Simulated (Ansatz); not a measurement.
```yaml
crystal:
  periodic: [false, false, false]
  atoms:
    - {symbol: C, position_ang: [-2.164734, -1.648492, -0.974201]}
    - {symbol: Zn, position_ang: [-0.223835, -0.780056, 0.129895]}
    - {symbol: O, position_ang: [1.630212, -0.122401, 1.248686]}
    - {symbol: C, position_ang: [2.305319, 1.385137, 1.176357]}
    - {symbol: N, position_ang: [1.866000, 2.674450, 0.368586]}
    - {symbol: H, position_ang: [-3.242107, -1.617268, -0.137916]}
    - {symbol: H, position_ang: [-2.451673, -0.902685, -2.080034]}
    - {symbol: H, position_ang: [-1.953346, -2.938640, -1.364415]}
    - {symbol: H, position_ang: [3.421868, 1.479142, 1.960230]}
    - {symbol: H, position_ang: [0.812296, 2.470801, -0.327188]}
basis:
  gaussian: {orbitals: def2-SVP, fitting: {mean_field: cc-pVTZ-jkfit}}
hamiltonian: {xc: {name: PBE}, dispersion: d3bjatm}
output: {forces: true}
```

```sh
$ ansatz run in.yaml --threads 4 --pin off --events-out ev --progress --plain --max-ram 10444MiB
```

Question: How does Ansatz answer? (Best estimate.)

Answer: Computed: The input was rejected before any iteration.
```
Functional definition: PBE
  name "PBE"
  cite "Perdew, Burke & Ernzerhof, Phys. Rev. Lett. 77, 3865 (1996) doi:10.1103/PhysRevLett.77.3865"
  parent pbe
  parameter kappa = 0.804
  parameter beta = 0.06672455060314922
  exchange = pbe_x(kappa = kappa, mu = beta*pi^2/3)
  correlation = pbe_c(beta = beta)
Error: <dir> the basis set cc-pVTZ-JKFIT has no functions for Zn
```
